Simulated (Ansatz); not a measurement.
Cost and result up the ladder for (F)2Al-NH-SiH3 (AlSiNF2H4) (9 atoms). Charge 0, multiplicity 1. Geometry: PBE-D4/def2-SVP.

```tsv
atom	x (Å)	y (Å)	z (Å)
Al1	1.131	-1.307	-0.359
F2	2.467	-0.418	-0.809
F3	1.232	-2.971	-0.369
N4	-0.384	-0.512	0.128
Si5	-0.753	1.205	0.236
H6	-1.155	-1.141	0.382
H7	-1.146	1.607	1.636
H8	-1.885	1.597	-0.680
H9	0.494	1.940	-0.165
```

Ansatz on 4 threads of Arm Neoverse V1 on a shared host. Times are rough, and most runs start from the orbitals of an earlier one. ωB97X-V/def2-TZVP serves as the yardstick here, not as an exact answer. Differences are given only for rows in sets of like size (and for xTB, whose basis is part of the method), since another set adds its own error. Binding counts from free atoms at the same level (Al doublet, F doublet, N quartet, Si triplet, H doublet; other spins of the atoms weren't run), without zero-point energy or a counterpoise term.

Correlated methods freeze 13 core orbitals.

Correlated methods converge slowly with the basis.

| level | functions | wall time |
| --- | --- | --- |
| HF/STO-3G | 37 | 0.15 s |
| PBE-D4/def2-SVP | 98 | 0.85 s |
| PBE0-D4/def2-SVP | 98 | 1.1 s |
| HF/def2-TZVP | 191 | 1.2 s |
| BLYP-D4/def2-TZVP | 191 | 1.6 s |
| MP2/def2-TZVP | 191 | 1.8 s |
| PBE0-D4/def2-TZVP | 191 | 2.3 s |
| PBE-D4/def2-TZVPD | 239 | 2.6 s |
| PBE0-D4/def2-TZVPD | 239 | 3.4 s |
| r2SCAN-D4/def2-TZVP (with forces) | 191 | 3.9 s |
| r2SCAN-D4/def2-TZVPD | 239 | 4.9 s |
| B97M-V/def2-TZVP | 191 | 6 s |
| ωB97X-V/def2-TZVP | 191 | 6 s |
| CCSD(T)/def2-TZVPP | 233 | 5 min |

Problem. Estimate what each level gives for the binding energy per atom (eV).

Solution. 
```csv
level,binding energy per atom (eV),difference from ωB97X-V/def2-TZVP (eV)
HF/STO-3G,3.06,–
PBE-D4/def2-SVP,3.76,–
PBE0-D4/def2-SVP,3.68,–
HF/def2-TZVP,2.77,-1.02
BLYP-D4/def2-TZVP,3.76,-0.02
MP2/def2-TZVP,3.73,-0.05
PBE0-D4/def2-TZVP,3.70,-0.09
PBE-D4/def2-TZVPD,3.78,-0.01
PBE0-D4/def2-TZVPD,3.70,-0.08
r2SCAN-D4/def2-TZVP (with forces),3.76,-0.03
r2SCAN-D4/def2-TZVPD,3.76,-0.02
B97M-V/def2-TZVP,3.77,-0.02
ωB97X-V/def2-TZVP,3.79,0.00
CCSD(T)/def2-TZVPP,3.68,-0.11
```
